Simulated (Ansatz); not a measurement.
Ansatz (a first-principles code) input (CCSD(T)/cc-pV(T+d)Z):
A basis named .json is the Basis Set Exchange file of that set.

Ansatz 0.2 input:
```yaml
crystal:
  periodic: [false, false, false]
  atoms:
    - {symbol: Si, position_ang: [0.09796182, 0.74121751, -0.08571513]}
    - {symbol: C, position_ang: [-1.53846800, -0.34323084, 0.09831609]}
    - {symbol: C, position_ang: [1.38185314, -0.75478688, -0.12302819]}
    - {symbol: H, position_ang: [0.25547793, 1.04616930, 1.42547310]}
    - {symbol: H, position_ang: [-1.78710606, -0.81881753, -0.85855562]}
    - {symbol: H, position_ang: [-1.45509814, -1.13920768, 0.85128952]}
    - {symbol: H, position_ang: [-2.39421064, 0.28637496, 0.36983599]}
    - {symbol: H, position_ang: [1.19518875, -1.51270823, 0.65041235]}
    - {symbol: H, position_ang: [1.34594559, -1.26035332, -1.09602371]}
    - {symbol: H, position_ang: [2.40802623, -0.39039635, 0.00585285]}
basis:
  gaussian:
    orbitals: cc-pV_T+d_Z.json
total_charge: -1
magnetization: {spin_polarized: false}
correlation: {method: ccsd_t, electrons: outside_noble_gas}
```

End of the output:

```
integrals: 0.78 GiB planned
1099 factors; integrals over basis functions are off by at most 1.2e-3 eV
1.03 GiB of device memory are held for the factors and their scratch space
mean field: 0.73 GiB planned
mean field evaluation 1: about -10032.2979 eV, gradient 2.1e1 eV
mean field evaluation 2: about -10032.4272 eV, gradient 2.1e1 eV
mean field evaluation 4: about -10034.0761 eV, gradient 2.7e0 eV
mean field evaluation 8: about -10034.1064 eV, gradient 1.4e-1 eV
mean field evaluation 16: about -10033.7653 eV, gradient 6.3e0 eV
mean field -10034.10650354 eV, -368.7466126436 hartree, gradient 3.1e-6 eV, S^2 0.000000; 0 other end points of the search recorded, 0 dependent functions left out
7 core orbitals not correlated
reference -10034.10650354 eV, -368.7466126436 hartree; 10, 10 occupied and 180, 180 virtual orbitals, 1099 factors
second order -13.76841611 eV of doubles, -0.00000000 eV of singles
coupled cluster: 5.99 GiB planned
cycle   1  -14.58248840 eV  change   -8.1e-1 eV  update   8.2e-2
cycle   2  -14.98521149 eV  change   -4.0e-1 eV  update   2.6e-2
cycle   3  -15.03150036 eV  change   -4.6e-2 eV  update   9.2e-3
cycle   4  -15.02848834 eV  change    3.0e-3 eV  update   2.6e-3
cycle   5  -15.02809837 eV  change    3.9e-4 eV  update   8.8e-4
cycle   6  -15.02786865 eV  change    2.3e-4 eV  update   3.1e-4
cycle   7  -15.02784890 eV  change    2.0e-5 eV  update   1.1e-4
cycle   8  -15.02787369 eV  change   -2.5e-5 eV  update   4.1e-5
cycle   9  -15.02786570 eV  change    8.0e-6 eV  update   1.4e-5
perturbative correction -0.59210472 eV, -0.0217594472 hartree
Total energy: -10049.72647397 eV, -369.3206359691 hartree
```

It need not be the lowest isomer of its formula. Whether it binds its extra electron was not tested at this geometry.
